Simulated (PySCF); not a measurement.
## `C#CC1=CC=CS1(=O)=O`, C$_{6}$H$_{4}$O$_{2}$S

Molfile (atoms numbered from 1):
```
C6H4O2S
     RDKit          3D

 13 13  0  0  0  0  0  0  0  0999 V2000
    2.8505    0.3201   -1.4082 C   0  0  0  0  0  0  0  0  0  0  0  0
    1.7765    0.3586   -0.8127 C   0  0  0  0  0  0  0  0  0  0  0  0
    0.5431    0.3298   -0.1527 C   0  0  0  0  0  0  0  0  0  0  0  0
   -0.1368    1.2598    0.5778 C   0  0  0  0  0  0  0  0  0  0  0  0
   -1.4277    0.8042    1.1120 C   0  0  0  0  0  0  0  0  0  0  0  0
   -1.7652   -0.4699    0.8063 C   0  0  0  0  0  0  0  0  0  0  0  0
   -0.4772   -1.2272   -0.1992 S   0  0  0  0  0  6  0  0  0  0  0  0
    0.2041   -2.3013    0.5537 O   0  0  0  0  0  0  0  0  0  0  0  0
   -0.9669   -1.4692   -1.5729 O   0  0  0  0  0  0  0  0  0  0  0  0
    3.7996    0.2989   -1.9294 H   0  0  0  0  0  0  0  0  0  0  0  0
    0.2454    2.2761    0.7589 H   0  0  0  0  0  0  0  0  0  0  0  0
   -2.0618    1.4710    1.7182 H   0  0  0  0  0  0  0  0  0  0  0  0
   -2.6573   -1.0533    1.0751 H   0  0  0  0  0  0  0  0  0  0  0  0
  1  2  3  0
  2  3  1  0
  3  4  2  0
  4  5  1  0
  5  6  2  0
  6  7  1  0
  7  8  2  0
  7  9  2  0
  7  3  1  0
  1 10  1  0
  4 11  1  0
  5 12  1  0
  6 13  1  0
M  END
```

Theory: PySCF, UKS PBE/def2-SV(P) four-point reorganisation energy, gas phase. Geometry: PBE/def2-SV(P).

**Question.** What is the inner reorganisation energy for hole transfer, with the ionisation energy?

**Answer.** λ = 0.114 (surface of the oxidised species) + 0.112 (surface of the starting species) = 0.226 eV. The ionisation energy is 8.77 eV vertical and 8.66 eV adiabatic without zero-point energy; at the relaxed geometry of the oxidised species the two energies differ by 8.55 eV. Largest bond changes: C3–C4 1.364 → 1.405 Å, C4–C5 1.470 → 1.433 Å, C5–C6 1.353 → 1.384 Å, C2–C3 1.399 → 1.375 Å, C1–C2 1.229 → 1.240 Å. ⟨S²⟩ of the relaxed oxidised species 0.757.

**Question.** What is the inner reorganisation energy for electron transfer, with the electron affinity?

**Answer.** λ = 0.208 (surface of the reduced species) + 0.199 (surface of the starting species) = 0.407 eV. The electron affinity is 0.98 eV vertical and 1.19 eV adiabatic without zero-point energy; at the relaxed geometry of the reduced species the two energies differ by 1.39 eV. Largest bond changes: C3–C4 1.364 → 1.414 Å, C4–C5 1.470 → 1.424 Å, C5–C6 1.353 → 1.395 Å, S7–C3 1.862 → 1.824 Å, C6–S7 1.801 → 1.768 Å. ⟨S²⟩ of the relaxed reduced species 0.753.

The highest occupied orbital of the reduced species is unbound in this basis, so its energies are rough.
